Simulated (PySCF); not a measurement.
BiC⁺: from constants to spectrum

ROHF-SCS-MP2 constants of BiC⁺, triplet, unpaired electrons σ ↑, π ↑ (PySCF, scalar-relativistic core potentials, basis sets Bi def2-SVPD with ECP60, C def2-SVPD; masses 208.9804 and 12.0000 u):

| Quantity | Value |
| --- | --- |
| ωe | 863.3 cm⁻¹ |
| ωexe | 4.93 cm⁻¹ |
| Be | 0.37071 cm⁻¹ |
| αe | 0.00190 cm⁻¹ |
| D (centrifugal) | 2.73e-07 cm⁻¹ |

Q: Give the vibrational terms G(v) and spacings up to v = 6.

A: G(v) = ωe(v+½) − ωexe(v+½)².

```tsv
v	G(v) (cm⁻¹)	G(v) − G(v−1)	Bv (cm⁻¹)
0	430		0.3698
1	1284	853	0.3679
2	2127	844	0.3660
3	2961	834	0.3641
4	3785	824	0.3622
5	4599	814	0.3603
6	5403	804	0.3584
```

Correlated steps freeze 5 core orbitals. Spin–orbit coupling is left out, which matters for elements this heavy, above all for dissociation energies. The state is the lowest determinant that a PBE0 search found; another state may lie lower at other levels.
